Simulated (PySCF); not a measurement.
C3H, SMILES [C][C][CH-] (connectivity only; charge and spin as stated), charge -1, multiplicity 1.

The structure is a stationary point at PBE0-D3(BJ)/def2-TZVPD.

Computed with PBE0-D3(BJ)/def2-TZVPD (PySCF).

No scaling factor is applied to the harmonic values.

```json
[
 {"mode": "1", "ν (cm⁻¹)": "292", "IR (km/mol)": "27.3", "moving atoms (share of kinetic energy)": "C 98 %"},
 {"mode": "2", "ν (cm⁻¹)": "430", "IR (km/mol)": "13.7", "moving atoms (share of kinetic energy)": "C 84 %, H 16 %"},
 {"mode": "3", "ν (cm⁻¹)": "1029", "IR (km/mol)": "40.3", "moving atoms (share of kinetic energy)": "H 76 %, C 24 %"},
 {"mode": "4", "ν (cm⁻¹)": "1155", "IR (km/mol)": "3.0", "moving atoms (share of kinetic energy)": "C 99 %"},
 {"mode": "5", "ν (cm⁻¹)": "1876", "IR (km/mol)": "57.4", "moving atoms (share of kinetic energy)": "C 99 %"},
 {"mode": "6", "ν (cm⁻¹)": "2885", "IR (km/mol)": "188.2", "moving atoms (share of kinetic energy)": "H 92 %"}
]
```
